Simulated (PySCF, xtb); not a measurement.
H7P3Sn, SMILES [PH2][SnH]([PH2])[PH2]. Other conformers were not sampled.

Harmonic wavenumbers (cm⁻¹) from GFN2-xTB in xtb 6.7.1 at its own minimum, in rising order: 64, 66, 69, 73, 75, 80, 250, 295, 296, 443, 446, 585, 616, 621, 640, 671, 672, 1123, 1124, 1125, 1505, 2271, 2277, 2291, 2360, 2366, 2370.

**Question.** What does PBE-D3(BJ)/def2-SVP in PySCF 2.14.0 give at its own minimum? (The exact figures need the calculation; the answer reports its results.)

**Answer.** 71, 71, 77, 84, 84, 97, 270, 303, 303, 464, 464, 562, 623, 623, 655, 668, 668, 1047, 1049, 1049, 1821, 2303, 2303, 2303, 2322, 2322, 2323. Paired by order, the mean absolute difference is 34 cm⁻¹ and the zero-point energies are 35.4 and 35.6 kcal/mol.
